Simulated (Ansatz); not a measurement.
System: SbF$_{2}$, net charge 0, doublet state. It need not be the lowest isomer of its formula. SMILES: [F][Sb][F]
Structure (B3LYP-D3(BJ)/def2-TZVP (Ansatz, a first-principles code) minimum search):
```
Sb
F 1 1.9207
F 1 1.9207 2 95.32
```
Charge 0, spin multiplicity 2.

Wanted: atomisation energy (electronic, to ground-state atoms), in kJ/mol. Cores are frozen in the correlated levels unless marked. Open shells are spin-unrestricted. Spin-orbit coupling is left out. The frozen core is the preceding noble-gas configuration, with the filled d and f shells of earlier blocks. In def2 rows, elements after Kr have scalar-relativistic effective core potentials. The coupled-cluster limit lacks core correlation, which all-electron functionals hold. Basis-set limits of correlation are two-point, X^-3; Hartree-Fock from the larger set. The bracket is a focal-point correction in the basis named.

```csv
level,program,atomisation energy (kJ/mol),minus last row
HF/def2-SVPD,Ansatz,450.8,-399.5
HF/def2-QZVPPD,Ansatz,481.1,-369.2
BLYP/def2-TZVPD,Ansatz,897.4,47.1
CAM-B3LYP-D3(BJ)/def2-TZVPD,Ansatz + dftd3,868.8,18.5
CAM-B3LYP-D4/def2-TZVPD,Ansatz + dftd4,869.6,19.3
LC-wPBE-D3(BJ)/def2-TZVPD,Ansatz + dftd3,852.1,1.8
RPA@PBE/def2-QZVPP,Ansatz,773.0,-77.3
RI-MP2/def2-QZVPP,Ansatz,893.2,42.9
CCSD/def2-TZVPP,Ansatz,767.7,-82.6
"RI-MP2/CBS(def2-TZVPPD,def2-QZVPPD)+[CCSD(T)-MP2]/def2-TZVPPD",Ansatz,850.3,0.0
```
